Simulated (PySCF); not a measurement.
A structure optimised at B3LYP-D3(BJ)/def2-SVP, used in a PySCF frequency run:

```xyz
6

Al    -0.0684     0.4033     0.0000
F     -1.5949     1.0557     0.0000
Cl     0.1362    -1.6790     0.0000
N      1.3337     1.4563     0.0000
H      2.2960     1.1338     0.0000
H      1.2959     2.4707     0.0000
```

**Question.** Write its SMILES, formula and point group.

**Answer.** [NH2][Al]([F])[Cl], AlClFH2N, Cs

**Question.** What are its rotational constants (standard atomic weights)?

**Answer.** 6.3180, 3.0963, 2.0779 GHz
